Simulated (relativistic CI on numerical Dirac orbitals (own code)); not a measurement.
## Hyperfine structure of Au15+, mass number 197

Computed by Dirac-Coulomb-Breit CI, KLI orbitals optimised for each configuration, model QED (radiative potential, 1s self-energy scaled to tabulated hydrogen-like ionisation energies), unscaled Slater integrals (own radial code, finite nucleus).

Configurations in the expansion (outside the closed core [Kr] 4d10): 4f14 5s2 5p2, 4f14 5s 5p3, 4f14 5s2 5p 5d, 4f13 5s2 5p3, 4f14 5s 5p2 5d, 4f14 5s2 5p 5f, 4f14 5s2 5p 5g, 4f14 5s 5p2 5f, 4f13 5s2 5p2 5d, 4f14 5s2 5p 6s, 4f14 5p4, 4f13 5p5, 4f14 5s2 5d2, 4f14 5s 5d3, 4f14 5s2 5f2, 4f14 5s 5d 5f2. Double excitations out of closed p, d and f shells are left out; levels of such configurations are missing from the list, as are those of other unlisted configurations, and high levels can miss mixing partners. Some configurations lack a partner that the ground configuration has and come out too high, among them 4f13 5s2 5p2 5d, 4f14 5s 5p2 5f.

Nuclear spin I = 3/2, μ = 0.1452 μN, Q = 0.547 b (tables of Stone and Pyykkö). The electronic factors are computed for point nuclear moments, without core polarisation or the Bohr-Weisskopf and QED corrections.

| Level | E (cm⁻¹) | A (MHz) | B (MHz) |
| --- | --- | --- | --- |
| 4f14 5s2 5p2 3P_1 | 156380 | -1466 | 6880 |
| 4f14 5s2 5p2 1D_2 | 171963 | 3854 | 10200 |
| 4f14 5s2 5p2 3P_2 | 340621 | 1268 | 3520 |
| 4f13 5s2 5p3 3D_1 | 491788 | -146.6 | 1290 |
| 4f13 5s2 5p3 3F_2 | 508769 | 433.4 | -8450 |

Levels with J = 0, under 50 % of one LS term, or S terms without an open s electron are left out. Small factors come from cancelling terms and can be off by tens of per cent or more.

At this charge transitions that keep the count of f electrons are usually good to a few per cent. Levels and lines within the n = 5 or 6 shells can be off by up to 10 % or somewhat more, and those that change n by about 2 %, since core polarisation is missing. Levels that differ in their count of f electrons can be misplaced by several ten thousand cm⁻¹, since the correlation energy of f electrons is missing or only estimated; rates across such gaps can be off by orders of magnitude.

Problem. Give the hyperfine levels of 4f14 5s2 5p2 3P_1 relative to its centre of gravity.

Solution. With K = F(F + 1) − I(I + 1) − J(J + 1), E = AK/2 + B[¾K(K + 1) − I(I + 1)J(J + 1)]/[2I(2I − 1)J(2J − 1)]: F = 1/2: 12270, F = 3/2: -5418, F = 5/2: -477.5 MHz.

LS names give the leading component of a level, which can be under half, so a name can repeat, a term be missing and a line seem to break the LS rules.
